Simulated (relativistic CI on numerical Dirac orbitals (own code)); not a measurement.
Ligand-field terms of d7

Computed with a parametric ligand-field model of a d^n configuration (Racah B and C, spin-orbit zeta, crystal field), exact diagonalisation.

Field parameters in Wybourne normalisation: Oh B⁴₀ = 21Dq, B⁴₄ = √(5/14) B⁴₀. The field is a parameter set, without covalency.

B = 790 cm⁻¹, C = 3230 cm⁻¹ (C/B = 4.09), Oh, no spin-orbit coupling. Tanabe-Sugano data, E/B above the lowest term (Δ = |10Dq|; b, c mark the second and third term of a kind):

```tsv
Δ/B	4T1	4T2	4A2	4T1(b)	2E	2T1	2T2	2T1(b)
1.0	0.00	0.81	1.81	15.62	16.58	16.85	16.65	21.47
3.0	0.00	2.49	5.49	16.97	15.75	17.43	17.23	21.86
5.0	0.00	4.22	9.22	18.44	14.15	17.61	17.59	22.19
7.0	0.00	6.00	13.00	20.00	12.35	17.62	17.79	22.47
9.0	0.00	7.82	16.82	21.63	10.46	17.57	17.90	22.71
11.0	0.00	9.66	20.66	23.32	8.54	17.51	17.95	22.90
13.0	0.00	11.53	24.53	25.06	6.60	17.44	17.98	23.05
15.0	0.00	13.42	28.42	26.83	4.65	17.38	17.98	23.19
17.0	0.00	15.32	32.32	28.64	2.69	17.31	17.98	23.29
19.0	0.00	17.23	36.23	30.46	0.73	17.26	17.97	23.39
21.0	1.24	20.40	41.40	33.55	0.00	18.45	19.20	24.71
23.0	3.21	24.30	47.30	37.39	0.00	20.37	21.16	26.75
25.0	5.19	28.22	53.22	41.25	0.00	22.30	23.12	28.78
27.0	7.17	32.14	59.14	45.11	0.00	24.24	25.08	30.81
29.0	9.15	36.07	65.07	49.00	0.00	26.18	27.05	32.83
31.0	11.13	40.01	71.01	52.89	0.00	28.13	29.01	34.85
33.0	13.11	43.95	76.95	56.79	0.00	30.08	30.98	36.87
35.0	15.09	47.90	82.90	60.70	0.00	32.03	32.95	38.88
37.0	17.08	51.85	88.85	64.62	0.00	33.99	34.93	40.90
39.0	19.06	55.80	94.80	68.54	0.00	35.95	36.90	42.91
41.0	21.05	59.76	100.76	72.47	0.00	37.92	38.88	44.92
43.0	23.04	63.72	106.72	76.41	0.00	39.88	40.85	46.92
45.0	25.03	67.69	112.69	80.34	0.00	41.85	42.83	48.93
47.0	27.02	71.65	118.65	84.29	0.00	43.82	44.81	50.94
```

The ground term changes from 4T1 to 2E between Δ/B = 19.0 and 21.0.
